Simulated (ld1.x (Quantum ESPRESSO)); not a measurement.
## How hard is this scandium (Sc) RRKJ potential?

ld1.x (Quantum ESPRESSO) 7.5 input, shortened:

```
&input
   title='Sc', zed=21., rel=1, dft='PBE', iswitch=3,
   config='[Ar] 3d1 4s1 4p0'
 /
 &inputp
   pseudotype=2, tm=.false., rho0=0.001, lloc=-1, rcloc=1.80,
   nlcc=.false.
 /
3
4S  1  0   1.00   0.00  3.05  3.05  0.0
4P  2  1   0.00   0.00  2.80  2.80  0.0
3D  3  2   1.00   0.00  2.20  2.20  0.0
 &test
   configts(1)='3d1 4s1 4p0'
 /
```

The pseudo-atom Hamiltonian at the reference potential is diagonalised in spherical Bessel functions j_l(qr) that vanish at 20 bohr, with q² up to the cutoff. All-electron valence levels (Ry): 4s -0.7150, 4p -0.4645, 3d -0.7326.

How do the lowest levels (Ry) of each channel move with the cutoff, and are there ghosts?

```tsv
cutoff (Ry)	s #1	s #2	s #3	p #1	p #2	d #1	f #1	Σ f·Δε (mRy)
8	-1.4763	-0.7085	-0.2200	-0.4638	-0.1491	-0.3214	-0.0689	417.8
12	-2.2331	-0.7135	-0.2200	-0.4643	-0.1500	-0.3876	-0.0689	346.5
18	-2.5662	-0.7149	-0.2200	-0.4645	-0.1508	-0.5599	-0.0689	172.7
25	-2.6205	-0.7149	-0.2200	-0.4646	-0.1509	-0.6865	-0.0689	46.1
35	-2.6321	-0.7150	-0.2201	-0.4646	-0.1509	-0.7318	-0.0689	0.8
45	-2.6331	-0.7150	-0.2201	-0.4646	-0.1509	-0.7324	-0.0689	0.2
400	-2.6332	-0.7150	-0.2201	-0.4646	-0.1509	-0.7326	-0.0689	0.0
```

Result: ghost state, extra bound levels that the all-electron valence spectrum of the same l lacks: s at -35.8 eV (a true bound ghost makes a file unfit for plane-wave use); 10 mRy is reached at 30 Ry and 1 mRy at 35 Ry.

Its largest configuration-test error is +792 meV.
